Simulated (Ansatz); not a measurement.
Consider the silylene formation by 1,1-elimination: `F[SiH2]SS` → `SS` + `F[SiH]`.

Calculated with Ansatz (gas phase, PBE0-D4/def2-TZVP geometries, no zero-point term in ΔE). CCSD(T)/CBS is the MP2 limit (def2-TZVPP, def2-QZVPP) plus CCSD(T) − MP2 in def2-TZVPP, frozen cores. This one scheme is used for every species. DFT in def2-TZVPP. Each species was taken in one conformer, which may not be the lowest.

`F[SiH2]SS`:

```xyz
7

F     0.444    1.101   -2.112
Si    0.444    0.493   -0.633
S    -0.925   -1.143   -0.582
S    -0.415   -1.411    1.403
H     1.809    0.019   -0.325
H    -0.010    1.549    0.298
H    -1.347   -0.607    1.951
```

`SS`:

Z-matrix (Å, degrees):
```
S
S 1 2.046
H 1 1.347 2 98.6
H 2 1.347 1 98.6 3 -90.5
```

`F[SiH]`:

Cartesian coordinates in Å:
```
F -1.091 -0.191 -0.560
Si -0.111 0.323 0.612
H 1.202 -0.132 -0.052
```

CCSD(T)/CBS gives +2.78 eV.

(1) Another level gave +2.78 eV. Which?
A. LC-ωPBE/def2-TZVPP
B. SCS-MP2/def2-TZVPP
C. B2PLYP/def2-TZVPP
D. B97M-V/def2-TZVPP

Largest T1 diagnostic among the species: 0.015.

## Answers

(1) B. SCS-MP2/def2-TZVPP 2.78, B2PLYP 2.67, LC-ωPBE 2.88, B97M-V 2.74 eV.

From BLYP to BHLYP (50 % exact exchange), in def2-TZVPP and without D4, ΔE moves by +0.35 eV. Leaving LDA and LC-ωPBE aside and taking each functional with its dispersion term where it has one, the values, not all of them listed here, spread over 0.49 eV, from BLYP-D4 to r2SCAN0-D4. LDA lies +0.36 eV from PBE without D4. In def2-TZVPP, CCSD(T) changes the Hartree–Fock value by +0.14 eV (the triples alone add +0.05 eV) and MP2 by +0.38 eV.
